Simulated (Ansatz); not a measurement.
A nudged elastic band was laid between two geometries of BrH + FH3Si (7 atoms, charge 0, multiplicity 1).

Level of theory: RHF/def2-SVP (Ansatz 0.2.0).

| Quantity | Value |
| --- | --- |
| movable images | 5 |
| climbing image | yes |
| spring | 5.0 eV/Å² |
| optimiser | quadratic models (default) |
| start path | through a guess of the saddle point |
| force threshold | 0.03 eV/Å |
| iteration limit | 60 |
| end points | relaxed |

Image 0:

```xyz
7
Properties=species:S:1:pos:R:3
Si 0.483 0.000 -0.404
F -0.549 0.000 0.846
H 1.851 0.000 0.141
H 0.228 1.214 -1.197
H 0.228 -1.214 -1.197
Br -3.534 0.000 2.886
H -2.338 0.000 2.139
```

Image 6:

```xyz
7
Properties=species:S:1:pos:R:3
Si -0.222 0.000 -0.625
F -0.460 0.000 3.251
H 0.734 0.000 0.492
H -0.094 1.212 -1.450
H -0.094 -1.212 -1.450
Br -2.296 0.000 0.265
H -1.199 0.000 2.731
```

Question: What changes between the two ends?

Answer: Bonds broken: Si1–F2, Br6–H7. Bonds formed: Si1–Br6, F2–H7. BrH + FH3Si becomes BrH3Si + FH.

Question: Give the energies along the band, and the barrier.

Answer: The run converged. The highest image is number 4 of 0 to 6, 199.1 kJ/mol above the first end and 155.9 kJ/mol above the last; the last end lies 43.2 kJ/mol above the first. Neighbouring images differ by up to 1.7 eV, so the band resolves the path poorly. A vibrational analysis at the climbing image gives one clearly imaginary mode, 282i cm⁻¹: a first-order saddle point. The orbitals stay closed-shell, which can raise the energy where a bond breaks towards radicals; this wasn't checked here.

```tsv
image	path coordinate (Å)	energy (kJ/mol)	Si1–F2 (Å)	Br6–H7 (Å)	Si1–Br6 (Å)
0	0.00	0.0	1.62	1.41	5.19
1	0.96	0.5	1.62	1.41	4.81
2	1.92	2.0	1.62	1.41	4.18
3	2.88	37.3	1.64	1.43	3.27
4	3.84	199.1	1.98	2.02	2.71
5	4.93	89.9	2.87	2.25	2.32
6	6.02	43.2	3.88	2.70	2.26
```

Question: What is the geometry of the highest image?

Answer: 
```xyz
7
Properties=species:S:1:pos:R:3:forces:R:3
Si -0.097 0.000 -0.089 -0.01 0.00 0.03
F -0.217 0.000 1.884 -0.01 0.00 -0.01
H 1.351 0.000 0.201 0.01 0.00 -0.01
H -0.402 1.274 -0.736 0.00 0.00 -0.01
H -0.402 -1.274 -0.736 0.00 0.00 -0.01
Br -2.693 0.000 0.683 -0.01 0.00 -0.01
H -1.170 0.000 2.007 0.01 0.00 0.00
```

Time of the run: 2.1 min on 1 thread of Arm Neoverse V1 (shared host), peak memory 0.18 GiB.
